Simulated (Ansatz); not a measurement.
The cluster Be₂I₂⁺. Total charge 1; doublet. Geometry relaxed at r2SCAN-D4/def2-TZVP.

```xyz
4

Be   -1.197   -2.124    0.188
Be    0.454    0.794   -0.076
I     0.612   -1.248   -1.111
I     0.131    2.578    0.999
```

In the def2 sets I takes a core potential; there is no spin–orbit coupling. The structure comes from a short search, and lower isomers may exist.

Problem. Estimate the harmonic wavenumbers at UKS r2SCAN-D4/def2-TZVP (Ansatz, unscaled). Is this a minimum?

Solution. 39, 140, 147, 186, 417, 855 cm⁻¹. Yes, no mode is imaginary beyond noise. Zero-point energy 10.7 kJ/mol. It took 89 s on 4 threads of Arm Neoverse N1 on a shared host.
